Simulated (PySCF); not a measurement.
CH₇NOSi₃, SMILES O[Si@H]1N=C([SiH2]1)[SiH3].

The structure is a stationary point at TPSSh-D3(BJ)/def2-SVP. The structure was generated by enumeration; whether it is a known compound was not checked. The values are those of a single conformer.

Two levels are set side by side: TDA-PBE/def2-SVPD (PySCF) and TDA-PBE0/def2-SVPD (PySCF). Vertical, same geometry. The lowest singlet is HOMO→LUMO 99 % with PBE and HOMO→LUMO 99 % with the other functional; states are paired by order. Differences are taken from unrounded values.

```csv
quantity,TDA-PBE0
lowest singlet excitation (eV),3.13
lowest triplet excitation (TDA) (eV),2.36
first bright state (f over 0.05) (eV),6.31
its oscillator strength,0.06
```

Problem. What does TDA-PBE give, and how far is it from TDA-PBE0? (Estimate from the structure and the level; the computed values follow.)

Solution. 
| quantity | TDA-PBE | TDA-PBE minus TDA-PBE0 |
|---|---|---|
| lowest singlet excitation (eV) | 2.98 | -0.15 |
| lowest triplet excitation (TDA) (eV) | 2.29 | -0.07 |
| first bright state (f over 0.05) (eV) | 5.64 | -0.68 |
| its oscillator strength | 0.06 | 0.00 |

A lower first singlet is the usual sign of a functional without exact exchange. Differences between two approximate levels are no errors against the true value.

Rough cost on one machine, each run with all the roots and properties that it gave: TDA-PBE0 against TDA-PBE about 3 times.
